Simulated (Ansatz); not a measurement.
`[NH2][Nb]([F])(=[S])[Cl]` + HCl → `[NH2][Nb](=[S])([Cl])[Cl]` + H–F at 500 K and 1 bar (ligand exchange at the Nb–F bond).

Isolated molecules relaxed with PBE0-D4/def2-TZVP in Ansatz; ΔE leaves out vibrations. CBS: MP2 limit from def2 TZ/QZ plus the TZ coupled-cluster correction, frozen cores. This one scheme is used for every species. Elements past krypton have def2 core potentials. For Nb outer-core shells are correlated without core-valence functions, which leaves a few kJ/mol of doubt a bond. One conformer a species, not always the lowest.

```
                    species  CCSD(T)/CBS energy (Eh)  H − E (kJ/mol)  S (J/(mol·K))
 `[NH2][Nb]([F])(=[S])[Cl]`              -1070.38350           125.7          423.3
                        HCl               -460.38127            32.5          201.9
`[NH2][Nb](=[S])([Cl])[Cl]`              -1430.37174           124.8          435.9
                        H–F               -100.39570            39.4          188.7
```

H − E and S are ideal-gas, rigid-rotor, harmonic terms from PBE0-D4/def2-TZVP, for one conformer and one mirror image of each species. 1 Eh = 2625.50 kJ/mol, R = 8.31446 J/(mol·K).

**Question.** By hand: ΔE, ΔH, ΔS and ΔG.

**Answer.** ΔE = (-1430.37174) + (-100.39570) − (-1070.38350) − (-460.38127) = -0.00267 Eh = -7.0 kJ/mol. Δ(H − E) = 124.8 + 39.4 − 125.7 − 32.5 = 6.0, so ΔH = -1.0 kJ/mol. ΔS = 435.9 + 188.7 − 423.3 − 201.9 = -0.6 J/(mol·K). ΔG = -1.0 − 500 × (-0.6)/1000 = -0.7 kJ/mol.

**Question.** By hand: the equilibrium constant, and the temperature at which ΔG would vanish if ΔH and ΔS stayed fixed.

**Answer.** log₁₀ K = −ΔG/(RT ln 10) = 0.1. ΔG = 0 at ΔH/ΔS = 1667 K, though so small a ΔH makes that figure unsure.

The number of gas molecules stays the same, so ΔS is small and ΔH decides. The sign of ΔG lies within the doubt. A doubt of 5 kJ/mol in ΔE shifts log₁₀ K by 0.5 here. Other conformers and mirror images would add mixing entropy, several J/(mol·K) or more a flexible species. These are equilibria of isolated gas molecules and say nothing of rates. Largest T1 diagnostic: 0.023 (customary marks: 0.02 for closed shells, 0.045 for open ones).
